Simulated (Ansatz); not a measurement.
A single point on `O[CH2][Zn][SH]`.

```yaml
crystal:
  periodic: [false, false, false]
  atoms:
    - {symbol: O, position_ang: [-0.458915, 1.446624, -1.328880]}
    - {symbol: C, position_ang: [0.345469, 1.039060, -0.226208]}
    - {symbol: Zn, position_ang: [0.248597, -0.893081, 0.156184]}
    - {symbol: S, position_ang: [0.104255, -3.042242, 0.492119]}
    - {symbol: H, position_ang: [-1.381916, 1.364976, -1.082327]}
    - {symbol: H, position_ang: [0.134188, 1.637895, 0.668583]}
    - {symbol: H, position_ang: [1.376569, 1.267483, -0.506884]}
    - {symbol: H, position_ang: [-0.276045, -2.877813, 1.771714]}
basis:
  gaussian: {orbitals: def2-QZVPP}
correlation: {method: mp2, frozen_orbitals: {C: 1, H: 0, O: 1, S: 5, Zn: 9}}
```

```sh
$ ansatz run in.yaml --threads 4 --pin off --events-out ev --progress --plain --max-ram 10444MiB
```

Output, abridged:

```
Functional definition: HF
2526 factors; integrals over basis functions are off by at most 9.3e-4 eV
mean field evaluation 1: about -62324.8369 eV, gradient 3.7e1 eV
mean field evaluation 2: about -62325.0438 eV, gradient 3.7e1 eV
mean field evaluation 4: about -62328.0588 eV, gradient 5.7e0 eV
mean field evaluation 8: about -62328.1211 eV, gradient 6.7e-1 eV
mean field -62328.12271513 eV, -2290.5162622620 hartree, gradient 2.8e-6 eV, S^2 0.000000; 0 other end points of the search recorded, 0 dependent functions left out
16 core orbitals not correlated: weight in the atoms' cores, before any rotation towards them, 1.000 or more for the frozen orbitals, at most 0.000 for the correlated occupied ones
reference -62328.12271513 eV, -2290.5162622620 hartree; 16, 16 occupied and 372, 372 virtual orbitals, 2526 factors
second order -32.30234853 eV of doubles, -0.00000000 eV of singles
Total energy: -62360.42506365 eV, -2291.7033516750 hartree
```

It took 15 s on 4 threads of an Arm Neoverse V1 on a shared host, with 1.9 GiB of host memory at the peak.
